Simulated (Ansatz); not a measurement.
Pulling on the C4–H7 bond in C2H6Se (SMILES CC[SeH]) (multiplicity 1 held, fragments rigid). Energies count from the point at 1.090 Å.
Geometry at that point (charge 0, multiplicity 1):
```xyz
9

Se    -0.55498    -0.21214     0.55361
H     -1.52607    -0.05920    -0.54272
C      1.03209    -0.24791    -0.62910
C      1.24880     1.03704    -1.40772
H      0.93382    -1.11105    -1.28409
H      1.85619    -0.44344     0.05686
H      1.34458     1.89203    -0.73829
H      0.41579     1.23333    -2.08444
H      2.15980     0.96633    -2.00926
```

Signs of static correlation in cc-pVDZ, with CASSCF(2,2), from Ansatz (a program for electronic structure) runs.

```csv
R (Å),T1 of restricted CCSD,⟨S²⟩ of UHF,largest double amplitude of restricted CCSD,weight of the CASSCF reference in MRCISD,CASSCF natural occupations
0.872,0.008,0.000,0.033,0.873,1.99 0.01
0.981,0.008,0.000,0.032,0.873,1.99 0.01
1.090,0.008,0.000,0.031,0.873,1.98 0.02
1.199,0.008,0.000,0.029,0.872,1.98 0.02
1.308,0.009,0.000,0.029,0.872,1.97 0.03
1.472,0.009,0.000,(withheld),0.872,1.94 0.06
1.635,0.011,0.000,0.045,0.872,1.91 0.09
1.908,0.015,0.539,(withheld),0.872,1.83 0.17
2.180,0.022,0.798,0.252,0.872,1.71 0.29
2.507,0.032,0.927,0.419,0.873,1.53 0.47
2.943,0.046,0.985,0.605,0.873,1.31 0.69
3.488,0.059,1.004,0.776,0.873,1.15 0.85
```

Q: Some entries are withheld; supply them.

A: 
- 1.472, largest double amplitude of restricted CCSD: 0.037
- 1.908, largest double amplitude of restricted CCSD: 0.184

Doubts at one or more of the structures used: a restricted determinant that unrestricted orbitals would lower (R-CCSD(T)/cc-pVDZ); other coupled-cluster roots lie near (R-CCSD(T)/cc-pVDZ); T1 above 0.05 (R-CCSD(T)/cc-pVDZ, U-CCSD(T)/cc-pVDZ); a spin-contaminated determinant (U-CCSD(T)/cc-pVDZ).
